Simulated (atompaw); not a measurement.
**An all-electron radial function and its pseudo partner (beryllium (Be))**

Columns: radius, all-electron u(r) and pseudo u(r) of the 1s shell (level -106.21 eV) of beryllium in the configuration 1s2 2s2 2p0; PBE, scalar-relativistic, PAW (atompaw) scheme, atompaw 4.2.0.5.

| r (bohr) | all-electron | pseudo |
| --- | --- | --- |
| 0.115 | 1.0696 | 0.9066 |
| 0.231 | 1.3734 | 1.3465 |
| 0.346 | 1.3383 | 1.3389 |
| 0.462 | 1.1715 | 1.1715 |
| 0.577 | 0.9715 | 0.9715 |
| 0.692 | 0.7796 | 0.7796 |
| 0.808 | 0.6108 | 0.6108 |
| 0.923 | 0.4720 | 0.4720 |
| 1.038 | 0.3604 | 0.3604 |
| 1.154 | 0.2724 | 0.2724 |
| 1.269 | 0.2054 | 0.2054 |
| 1.385 | 0.1539 | 0.1539 |
| 1.500 | 0.1152 | 0.1152 |
| 1.615 | 0.0859 | 0.0859 |
| 1.731 | 0.0637 | 0.0637 |
| 1.846 | 0.0473 | 0.0473 |
| 1.962 | 0.0349 | 0.0349 |
| 2.077 | 0.0258 | 0.0258 |
| 2.192 | 0.0190 | 0.0190 |
| 2.308 | 0.0140 | 0.0140 |
| 2.423 | 0.0103 | 0.0103 |
| 2.538 | 0.0076 | 0.0076 |
| 2.654 | 0.0055 | 0.0055 |
| 2.769 | 0.0041 | 0.0041 |
| 2.885 | 0.0030 | 0.0030 |
| 3.000 | 0.0022 | 0.0022 |

Problem. How many radial nodes do the two functions have?

Solution. The all-electron 1s function has n − l − 1 = 0; the pseudo-wave has 0.

Problem. At about which radius was the pseudo-wave matched?

Solution. 0.40 bohr, where the columns begin to agree (steps of 0.12 bohr).

Problem. Is the pseudo-wave norm-conserving?

Solution. No, it belongs to a PAW set: the norm inside the radius is not constrained, and the difference is carried by the augmentation charge.
